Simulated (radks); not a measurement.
Problem. All-electron atom: Ho2+ in [Xe] 4f11. Method: Dirac Kohn-Sham, LDA (Slater exchange, Perdew-Wang correlation), spin-unpolarised, spherical densities, point nucleus; open shells fill j = l - 1/2 first; computed with a radial shooting solver on a logarithmic mesh with Libxc functionals. Some entries of the table are withheld. Estimate them.

orbital  occ.  eigenvalue (eV)  <1/r> (bohr^-1)  <r> (bohr)
1s1/2       2        -55400.59            76.02     0.02075
2s1/2       2        -9274.257              (1)         (2)
2p1/2       2        -8830.505            18.22     0.07293
2p3/2       4        -7974.500            15.88     0.08009
3s1/2       2              (3)            6.668      0.2296
3p1/2       2        -1887.024            6.587      0.2193
3p3/2       4        -1708.299            5.989      0.2328
3d3/2       4        -1373.810            5.875      0.2054
3d5/2       6        -1334.724            5.728      0.2096
4s1/2       2        -421.8397            2.792      0.5191
4p1/2       2        -344.6615              (4)      0.5287
4p3/2       4        -304.4002              (5)      0.5601
4d3/2       4        -177.1582            2.255      0.5906
4d5/2       6        -169.8571            2.204      0.6018
5s1/2       2         -64.7972            1.047       1.276
5p1/2       2         -43.9185              (6)       1.438
5p3/2       4         -38.8102              (7)       1.544
4f5/2       6         -18.0321            1.618      0.8333
4f7/2       5         -17.0509            1.590      0.8519

Solution. 
(1) 2s1/2 <1/r> (bohr^-1): 18.24
(2) 2s1/2 <r> (bohr): 0.08758
(3) 3s1/2 eigenvalue (eV): -2081.510
(4) 4p1/2 <1/r> (bohr^-1): 2.685
(5) 4p3/2 <1/r> (bohr^-1): 2.476
(6) 5p1/2 <1/r> (bohr^-1): 0.9179
(7) 5p3/2 <1/r> (bohr^-1): 0.8445
